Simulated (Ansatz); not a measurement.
Consider the cleavage of the B–Sn bond: `CC[BH][SnH3]` + CH₃SH → `CCBSC` + `[SnH4]`.

Program: Ansatz. Geometries: PBE0-D4/def2-TZVP. ΔE: electronic, gas phase. CBS: MP2 limit from def2 TZ/QZ plus the TZ coupled-cluster correction, frozen cores. This one scheme is used for every species. DFT in def2-TZVPP. B3LYP here is the variant with VWN-RPA as its local correlation; programs differ in this. def2 core potentials past Kr. For Sn outer-core shells are correlated without core-valence functions, which leaves a few kJ/mol of doubt a bond. Each species was taken in one conformer, which may not be the lowest.

```csv
level,ΔE (kJ/mol),difference from CCSD(T)/CBS
PBE-D4,-114.2,-9.1
PBE0-D4,-112.7,-7.6
ωB97X-V,-111.4,-6.3
PBE,-111.7,-6.6
r2SCAN,-116.5,-11.4
B3LYP,-108.4,-3.3
HF/def2-TZVPP,-103.8,1.3
CCSD(T)/def2-TZVPP,-110.4,-5.3
SCS-MP2/def2-QZVPP,-106.8,-1.7
HF/CBS(def2),-102.7,2.4
CCSD(T)/CBS,-105.1,0
```

Largest T1 diagnostic among the species: 0.013.

The D4 term adds −3.7 kJ/mol with B3LYP and −2.0 kJ/mol with PBE0; it sums over pairs of atoms, weighted by their polarisabilities, and B3LYP, whose exchange is more repulsive, gets the larger term. In def2-TZVPP, CCSD(T) changes the Hartree–Fock value by −6.6 kJ/mol (the triples alone add −3.5 kJ/mol) and MP2 by −9.5 kJ/mol.
